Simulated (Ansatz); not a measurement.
Ideal-gas functions of C₂H₄BFO, SMILES `CC1(F)BO1` at 298.15 K and 1 bar, from an Ansatz frequency run at PBE0-D4/def2-TZVP.

Molar mass 73.86 g/mol, point group C1 (symmetry number 1), electronic degeneracy 1, moments of inertia 64.351, 88.899, 122.469 u Å². Harmonic wavenumbers (cm⁻¹, unscaled): 202, 314, 377, 430, 492, 719, 749, 803, 932, 1011, 1059, 1191, 1312, 1403, 1458, 1470, 1496, 2758, 3060, 3138, 3160.

Use S(trans) = R[1.5 ln M + 2.5 ln T − 1.1517]; rotational temperatures θ = 24.2544 K / I; S(rot) = R[ln(√π/σ · √(T³/θAθBθC)) + 1.5]; for each mode x = 1.438777 ν̃/T, S = R[x/(eˣ − 1) − ln(1 − e⁻ˣ)] and H = RT x/(eˣ − 1); 1 cm⁻¹ = 0.0119627 kJ/mol; R = 8.31446 J/(mol·K).

**Question.** By hand: the entropy, in J/(mol·K).

**Answer.** Translation 162.5. Rotation: θ = 0.3769, 0.2728, 0.198 K, giving 104.5. Vibration, mode by mode: 8.85, 5.61, 4.40, 3.59, 2.84, 1.19, 1.06, 0.86, 0.51, 0.37, 0.31, 0.18, 0.11, 0.07, 0.06, 0.06, 0.05, 0.00, 0.00, 0.00, 0.00, in all 30.1. Electronic 0.0. Sum 297.1 J/(mol·K).

**Question.** By hand: H − E and G − E in kJ/mol, counted from the electronic energy.

**Answer.** Zero-point energy ½ × 27534 × 0.0119627 = 164.7; thermal vibration 5.9; translation, rotation and pV give 4 RT = 9.9. H − E = 180.5 kJ/mol, and G − E = 180.5 − 298.15 × 297.1/1000 = 91.9 kJ/mol.

Vibration gives 10 % of the entropy. The sum counts one conformer and one mirror image; others add a mixing term.
